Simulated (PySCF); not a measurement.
PySCF input:

```python
from pyscf import gto, scf, dft

mol = gto.M(
    atom='''
    Al   -0.00000000   -0.00000000   -0.61996352
    O     0.00000000    0.00000000    1.00744073
    ''',
    basis='def2-tzvpd',
    charge=0,
    spin=1,
    symmetry='C2v',
    verbose=4,
)

mf = scf.UHF(mol).density_fit(auxbasis='def2-universal-jkfit')
mf.conv_tol = 1e-9
mf.max_cycle = 100
mf.max_memory = 1500
mf.kernel()
if not mf.converged:
    mf = mf.newton()
    mf.kernel(mf.make_rdm1())
mf.analyze()
```

Problem. Predict the final energy.

Solution. -316.77875 Eh (HF/def2-TZVPD).
